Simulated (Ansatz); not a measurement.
Steps of a relaxation of `COBCCl` with RKS PBE-D4/def2-SVP.

```sh
$ ansatz run in.yaml --threads 4 --pin off --events-out ev --progress --plain --max-ram 10444MiB
```

```yaml
crystal:
  periodic: [false, false, false]
  atoms:
    - {symbol: C, position_ang: [-1.405400, 0.662500, -0.586400]}
    - {symbol: O, position_ang: [-0.711500, -0.412700, -1.019600]}
    - {symbol: B, position_ang: [0.643200, -0.254300, -0.552600]}
    - {symbol: C, position_ang: [1.188400, -0.861000, 0.854300]}
    - {symbol: Cl, position_ang: [1.690300, 0.422600, 1.907100]}
    - {symbol: H, position_ang: [-1.056800, 1.670300, -1.033300]}
    - {symbol: H, position_ang: [-1.477500, 0.775600, 0.517500]}
    - {symbol: H, position_ang: [-2.455700, 0.608400, -0.972100]}
    - {symbol: H, position_ang: [1.477100, 0.316700, -1.169700]}
    - {symbol: H, position_ang: [1.932800, -1.604400, 0.721400]}
    - {symbol: H, position_ang: [0.240300, -1.380700, 1.354100]}
basis:
  gaussian: {orbitals: def2-SVP}
hamiltonian: {xc: pbe, dispersion: d4}
relax: {f_tol: 0.03, max_steps: 200}
```

Positions (Å) and forces (eV/Å) along the path, 11 of 12 steps:

```xyz
11
step=1 energy=-17398.5293 eV
C    -1.405    0.662   -0.586   -2.193    2.963   -0.406
O    -0.712   -0.413   -1.020    3.586   -1.488    0.402
B     0.643   -0.254   -0.553   -0.925   -1.114    0.394
C     1.188   -0.861    0.854   -4.714   -0.727   -0.338
Cl    1.690    0.423    1.907    0.588    1.115    0.613
H    -1.057    1.670   -1.033    0.056   -0.777    0.533
H    -1.478    0.776    0.517    0.119    0.012    0.178
H    -2.456    0.608   -0.972    0.093   -0.148    0.230
H     1.477    0.317   -1.170    0.289    0.686   -0.811
H     1.933   -1.604    0.721    1.391   -1.125   -0.155
H     0.240   -1.381    1.354    1.710    0.605   -0.641
11
step=2 energy=-17399.0038 eV
C    -1.406    0.677   -0.592   -1.101    1.409   -0.218
O    -0.650   -0.420   -0.988    1.566   -0.347    0.287
B     0.681   -0.273   -0.559   -0.962   -0.369    0.340
C     1.104   -0.902    0.860   -1.178   -0.889   -0.701
Cl    1.669    0.465    1.823    0.260    0.639    0.458
H    -1.026    1.662   -1.007   -0.039   -0.438    0.126
H    -1.469    0.810    0.514    0.082   -0.127    0.038
H    -2.455    0.575   -0.962    0.210   -0.099    0.038
H     1.458    0.416   -1.197    0.088   -0.020   -0.076
H     1.908   -1.638    0.734    0.476   -0.253    0.110
H     0.250   -1.429    1.394    0.598    0.492   -0.404
11
step=3 energy=-17399.1687 eV
C    -1.461    0.737   -0.622   -0.287    0.132   -0.081
O    -0.647   -0.403   -0.891   -0.105    0.496    0.611
B     0.661   -0.262   -0.487    0.111   -0.335   -0.266
C     1.136   -0.968    0.858    0.698   -0.396   -0.732
Cl    1.685    0.434    1.848   -0.021    0.185    0.169
H    -1.057    1.669   -1.083    0.041   -0.052   -0.104
H    -1.548    0.939    0.476    0.032   -0.151   -0.174
H    -2.486    0.565   -1.014    0.135   -0.059   -0.033
H     1.439    0.404   -1.174   -0.074    0.013    0.242
H     2.001   -1.668    0.723   -0.195    0.274    0.093
H     0.342   -1.504    1.386   -0.336   -0.106    0.274
11
step=4 energy=-17399.3195 eV
C    -1.506    0.809   -0.649    0.377   -0.659   -0.100
O    -0.689   -0.399   -0.735   -0.772    1.009    0.765
B     0.638   -0.300   -0.436    0.229    0.310   -0.337
C     1.197   -1.052    0.843    1.257   -0.216   -0.499
Cl    1.647    0.404    1.867   -0.172   -0.197   -0.137
H    -1.052    1.661   -1.204    0.033   -0.079   -0.035
H    -1.624    1.111    0.426    0.060   -0.148   -0.374
H    -2.507    0.579   -1.066    0.085    0.000   -0.024
H     1.376    0.432   -1.112   -0.158   -0.113    0.253
H     2.131   -1.670    0.700   -0.487    0.409    0.120
H     0.456   -1.631    1.388   -0.453   -0.316    0.368
11
step=5 energy=-17399.5072 eV
C    -1.533    0.851   -0.678    0.638   -0.834    0.057
O    -0.739   -0.385   -0.547   -0.500    1.369    0.436
B     0.613   -0.285   -0.374    0.071   -0.046   -0.168
C     1.260   -1.116    0.821    0.325   -0.062   -0.166
Cl    1.619    0.350    1.881   -0.075   -0.186   -0.096
H    -1.027    1.626   -1.311   -0.060   -0.308    0.170
H    -1.684    1.253    0.357    0.001   -0.042   -0.418
H    -2.515    0.581   -1.114    0.057    0.016   -0.014
H     1.309    0.468   -1.062   -0.196   -0.050    0.184
H     2.220   -1.664    0.661   -0.254    0.231    0.032
H     0.543   -1.737    1.386   -0.007   -0.088   -0.017
11
step=7 energy=-17399.7701 eV
C    -1.560    0.869   -0.703    0.249   -0.168    0.116
O    -0.725   -0.191   -0.220   -0.472    0.465   -0.004
B     0.628   -0.197   -0.260   -0.061   -0.206   -0.061
C     1.306   -1.151    0.807    0.115    0.117   -0.047
Cl    1.707    0.169    2.025    0.058   -0.118   -0.044
H    -1.054    1.507   -1.466    0.014   -0.130    0.097
H    -1.844    1.502    0.170    0.010   -0.042   -0.191
H    -2.488    0.438   -1.137    0.114   -0.026    0.022
H     1.262    0.496   -1.039   -0.001    0.111    0.051
H     2.248   -1.672    0.542   -0.097    0.088    0.063
H     0.586   -1.828    1.303    0.072   -0.091   -0.001
11
step=8 energy=-17399.8256 eV
C    -1.562    0.879   -0.720    0.018   -0.018   -0.026
O    -0.793   -0.123   -0.072    0.100   -0.085   -0.050
B     0.553   -0.198   -0.195    0.102    0.274    0.180
C     1.322   -1.160    0.795   -0.131   -0.049    0.042
Cl    1.777    0.093    2.051    0.050   -0.078   -0.004
H    -0.980    1.390   -1.519   -0.048   -0.021    0.002
H    -1.882    1.636    0.026   -0.023   -0.013   -0.001
H    -2.466    0.404   -1.152   -0.005    0.057   -0.044
H     1.169    0.560   -0.930   -0.074   -0.057   -0.134
H     2.258   -1.636    0.446   -0.031    0.050   -0.033
H     0.668   -1.902    1.290    0.045   -0.059    0.068
11
step=9 energy=-17399.8315 eV
C    -1.577    0.878   -0.746   -0.147    0.293    0.214
O    -0.800   -0.048    0.009   -0.102    0.119   -0.121
B     0.546   -0.118   -0.103    0.098   -0.292   -0.186
C     1.317   -1.162    0.810    0.110    0.162    0.100
Cl    1.931   -0.012    2.107   -0.005   -0.091   -0.059
H    -0.984    1.358   -1.558   -0.007   -0.059    0.104
H    -1.970    1.682   -0.066    0.137   -0.346   -0.253
H    -2.444    0.346   -1.199    0.115    0.032    0.101
H     1.143    0.584   -0.911   -0.021    0.023    0.099
H     2.213   -1.644    0.360   -0.179    0.103    0.040
H     0.689   -1.921    1.317    0.001    0.056   -0.039
11
step=10 energy=-17399.8467 eV
C    -1.579    0.880   -0.745    0.017   -0.031   -0.046
O    -0.804   -0.070   -0.031    0.191   -0.110    0.134
B     0.550   -0.147   -0.127   -0.319    0.127   -0.049
C     1.313   -1.148    0.831   -0.016   -0.021   -0.052
Cl    2.009    0.008    2.060    0.000   -0.027    0.003
H    -0.961    1.429   -1.485   -0.011    0.052   -0.035
H    -2.027    1.606   -0.034    0.023   -0.047   -0.010
H    -2.402    0.351   -1.271    0.022    0.032    0.018
H     1.136    0.585   -0.911    0.073   -0.037    0.016
H     2.163   -1.681    0.364    0.013    0.007    0.019
H     0.667   -1.870    1.369    0.007    0.055    0.002
11
step=11 energy=-17399.8503 eV
C    -1.578    0.878   -0.745   -0.033    0.001    0.017
O    -0.802   -0.060   -0.014    0.043    0.000   -0.026
B     0.545   -0.138   -0.125    0.001   -0.012    0.008
C     1.306   -1.145    0.829    0.013    0.008   -0.024
Cl    2.050    0.003    2.036    0.010    0.002    0.023
H    -0.959    1.463   -1.458    0.009   -0.006    0.005
H    -2.071    1.573   -0.035   -0.002    0.001   -0.012
H    -2.368    0.334   -1.304    0.001    0.011   -0.003
H     1.151    0.580   -0.909   -0.025   -0.013    0.007
H     2.138   -1.704    0.359   -0.006    0.003   -0.005
H     0.653   -1.842    1.388   -0.011    0.005    0.010
11
step=12 energy=-17399.8506 eV
C    -1.580    0.877   -0.747    0.000   -0.005   -0.006
O    -0.802   -0.060   -0.016    0.016   -0.004    0.005
B     0.544   -0.136   -0.123   -0.002    0.024   -0.007
C     1.307   -1.141    0.831    0.006   -0.005    0.017
Cl    2.071   -0.006    2.040   -0.008   -0.005   -0.016
H    -0.958    1.468   -1.453    0.002   -0.001    0.003
H    -2.081    1.567   -0.037    0.001   -0.001    0.000
H    -2.363    0.333   -1.314    0.000    0.002   -0.001
H     1.148    0.580   -0.910   -0.009    0.000    0.003
H     2.130   -1.708    0.355    0.001    0.000   -0.004
H     0.651   -1.832    1.394   -0.006   -0.004    0.007
```

Hardware: 4 threads of an Arm Neoverse V1 on a shared host. Wall time 15 s, peak host memory 0.15 GiB.
